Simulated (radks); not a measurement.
Values are calculated unless marked as measured or tabulated.
Task: These are the eigenvalues of the occupied orbitals of an atom or ion with whole-number occupations (hartree). Code: a radial shooting solver on a logarithmic mesh with Libxc functionals. Model: scalar-relativistic Kohn-Sham, XLYP, spin-polarised, spherical densities, point nucleus.

1s up: -1972.667
1s down: -1972.666
2s up: -328.6779
2s down: -328.6764
2p up: -291.6425
2p down: -291.6413
3s up: -73.34907
3s down: -73.29225
3p up: -61.98291
3p down: -61.92629
3d up: -47.36725
3d down: -47.32381
4s up: -14.73485
4s down: -14.60654
4p up: -10.99347
4p down: -10.86685
4d up: -5.90169
4d down: -5.77739
5s up: -2.05660
5s down: -1.99327
5p up: -1.18254
5p down: -1.13515
4f up: -0.38860
6s up: -0.33793
4f down: -0.28154

Which element is it, and in what charge state? The configuration may be excited. Open shells, if any, are filled with parallel spins first.

Result: Z = 66, dysprosium, charge +1: Dy+ in [Xe] 4f10 6s1. The list shows which subshells hold electrons but not how many an open one holds; the 1s level, -1972.7 hartree, gives Z - s = 62.8 by -(Z - s)^2/2, which with screening and relativity narrows Z to a few neighbours, and the depths of the outer levels then fix element, charge and occupations together.
